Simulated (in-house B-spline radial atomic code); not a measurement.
Ionising Sn7+ with different functionals

Computed with a radial B-spline atomic code at the basis-set limit: scalar-relativistic (spin-free X2C) Hamiltonian, Fermi nucleus of rms radius 4.6519 fm, spin-polarised at highest spin, spherical fractional occupations for the functionals, and exact exchange of hybrids averaged over the configuration. The ionisation energy is the difference of two self-consistent energies, [Kr] 4d7 → [Kr] 4d6, without Breit or QED terms; ε is the level of the shell that loses the electron (its least bound occupied spin orbital). There is no spin-orbit coupling in this Hamiltonian.

| method | rung | ΔSCF (eV) | -ε(4d) (eV) |
| --- | --- | --- | --- |
| PBE0 | global hybrid | 135.99 | 128.52 |
| B3LYP | global hybrid | 136.06 | 127.97 |
| TPSSh | global hybrid | 135.88 | 126.67 |
| BHandHLYP | global hybrid | 135.72 | 131.16 |
| r2SCAN0 | global hybrid | 135.70 | 128.38 |
| B97-1 | global hybrid | 136.14 | 128.14 |
| HSE06 | range-separated hybrid | 135.93 | 128.05 |
| wB97X | range-separated hybrid | 135.92 | 130.99 |
| CAM-B3LYP | range-separated hybrid | ? | ? |
| LC-wPBE | range-separated hybrid | ? | ? |

Problem. What does LC-wPBE give?

Solution. ΔSCF 136.07 eV, and -ε(4d) = 131.17 eV.

Problem. What does CAM-B3LYP give?

Solution. ΔSCF 136.00 eV, and -ε(4d) = 129.96 eV.

Problem. Among the functionals, which spreads more, the ΔSCF values or the orbital energies?

Solution. The orbital energies: ΔSCF values span about 0.44 eV and the orbital energies 4.50 eV; here energy differences depend much less on the functional than eigenvalues do.

Problem. How do they compare with the NIST value?

Solution. NIST lists 135 eV ± 2.1 (tabulated theory, ground level to ground level). Errors run from +0.70 to +1.14 eV; all lie within about twice that uncertainty, so the table can't rank the methods.
